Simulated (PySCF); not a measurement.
# Radial density of O³⁺ (oxygen, charge +3)

BHandHLYP, [He] 2s2 2p1, 2P determinant. All numbers are calculated (PySCF 2.14, scalar relativity by spin-free X2C-1e, in x2c-TZVPPall (5s3p2d1f, 31 functions)).

| r (bohr) | 4πr²ρ (e/bohr) | 4πr²(ρα − ρβ) |
| --- | --- | --- |
| 0.00275 | 0.03056 | 0.0000 |
| 0.00463 | 0.08341 | 0.0000 |
| 0.00778 | 0.2207 | 0.0000 |
| 0.0131 | 0.5683 | 0.0000 |
| 0.0220 | 1.383 | 0.0000 |
| 0.0370 | 3.065 | 0.0006 |
| 0.0623 | 5.781 | 0.0042 |
| 0.105 | 8.339 | 0.0244 |
| 0.176 | 7.722 | 0.1099 |
| 0.296 | 3.769 | 0.3878 |
| 0.498 | 2.462 | 0.8874 |
| 0.838 | 3.208 | 0.9865 |
| 1.41 | 1.191 | 0.3315 |
| 2.37 | 0.06266 | 0.0195 |
| 3.99 | 7.489e-05 | 0.0000 |

Densities and radii are taken from the X2C orbitals without a picture-change correction, which distorts them close to the nucleus.
